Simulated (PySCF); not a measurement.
Level of theory: PBE-D3(BJ)/def2-TZVP // r2SCAN-D4/def2-TZVP in PySCF. Gas-phase values, no solvent. One relaxed conformer stands for a flexible species; it need not be the lowest. 

Reference species (SMILES): `[H]/N=C(\N)OC` (neutral, multiplicity 1).

```
Item                      Result
----------------------  --------
HOMO–LUMO gap            5.73 eV
HOMO                    -5.71 eV
S1 oscillator strength     0.002
```

Changed species: `C/N=C(/N)O`.

### Question
Give the shifts of the HOMO–LUMO gap, HOMO and S1 oscillator strength.

### Answer
the HOMO–LUMO gap decreases by 0.36 eV, to 5.37 eV; the HOMO rises by 0.33 eV, to -5.38 eV; the S1 oscillator strength hardly moves.
